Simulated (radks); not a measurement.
Effect of the nuclear size on the manganese ion Mn+, [Ar] 3d5 4s1. All-electron calculation, Dirac Kohn-Sham, PBE, spin-unpolarised, spherical densities, finite nucleus; open shells are shared between the two j in proportion to 2j + 1; Fermi nuclear charge, rms radius 3.7057 fm. Program: a radial shooting solver on a logarithmic mesh with Libxc functionals. The rms radius is varied about that value; shifts are against it.

rms radius (fm)  total energy shift (eV)  density at nucleus (e/bohr^3)  1s1/2 shift (meV)  2s1/2 shift (meV)  2p1/2 shift (meV)  3s1/2 shift (meV)
3.2314                           -0.0219                      1.324e+04              -9.29             -0.825              0.090             -0.116
3.5278                          -0.00856                      1.319e+04              -3.63             -0.322              0.035             -0.045
3.7057                                 0                      1.317e+04              0.000              0.000              0.000              0.000
4.0763                            0.0191                      1.312e+04               8.11              0.720             -0.078              0.101
4.3727                            0.0357                      1.308e+04               15.1               1.34             -0.146              0.189

Slopes of the eigenvalues against <r^2> in GHz/fm^2, as finite differences over the two radii next to the reference (eigenvalue slopes, not the field-shift constants of lines): 1s1/2 680, 2s1/2 60.4, 2p1/2 -6.57, 3s1/2 8.52.
